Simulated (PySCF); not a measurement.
Molfile (atoms numbered from 1):
```
H7P3Si
     RDKit          3D

 11 10  0  0  0  0  0  0  0  0999 V2000
   -1.6609   -1.2168    0.4578 P   0  0  0  0  0  0  0  0  0  0  0  0
   -0.0473   -0.1294   -0.7050 Si  0  0  0  0  0  4  0  0  0  0  0  0
    2.0224   -0.8089   -0.0764 P   0  0  0  0  0  0  0  0  0  0  0  0
   -0.2525    2.1187   -0.5014 P   0  0  0  0  0  0  0  0  0  0  0  0
   -1.0734   -0.8966    1.7216 H   0  0  0  0  0  0  0  0  0  0  0  0
   -1.0190   -2.4920    0.3783 H   0  0  0  0  0  0  0  0  0  0  0  0
   -0.2190   -0.4756   -2.1492 H   0  0  0  0  0  0  0  0  0  0  0  0
    2.6990    0.2606   -0.7431 H   0  0  0  0  0  0  0  0  0  0  0  0
    1.9551   -0.1114    1.1702 H   0  0  0  0  0  0  0  0  0  0  0  0
   -1.6767    2.1232   -0.6330 H   0  0  0  0  0  0  0  0  0  0  0  0
   -0.2917    2.0610    0.9269 H   0  0  0  0  0  0  0  0  0  0  0  0
  1  2  1  0
  2  3  1  0
  2  4  1  0
  1  5  1  0
  1  6  1  0
  2  7  1  0
  3  8  1  0
  3  9  1  0
  4 10  1  0
  4 11  1  0
M  END
```

Geometry: PBE0-D3(BJ)/def2-SVP; GIAO absolute shieldings from PySCF, gas phase, non-relativistic, averaged over equivalent atoms.

At PBE0/cc-pVTZ (234 basis functions, 27 s wall time on 1 thread of an Arm Neoverse V2, shared host):
```json
{"atoms": "P1/P3/P4", "σ (ppm)": "571.3"}
{"atoms": "Si2", "σ (ppm)": "386.6"}
{"atoms": "H7", "σ (ppm)": "26.57"}
{"atoms": "H5/H6/H8/H9/H10/H11", "σ (ppm)": "29.39"}
```

Q: What do these become at OPBE/pcSseg-2?

A: 
| atoms | σ at OPBE/pcSseg-2 | change |
| --- | --- | --- |
| P1/P3/P4 | 565.4 | -5.9 |
| Si2 | 386.3 | -0.3 |
| H7 | 26.39 | -0.18 |
| H5/H6/H8/H9/H10/H11 | 29.10 | -0.29 |

The largest change is at P1/P3/P4 (phosphorus bonded to Si, 2 H). Cost: 270 basis functions, 36 s wall time on 1 thread of an Arm Neoverse V2, shared host.
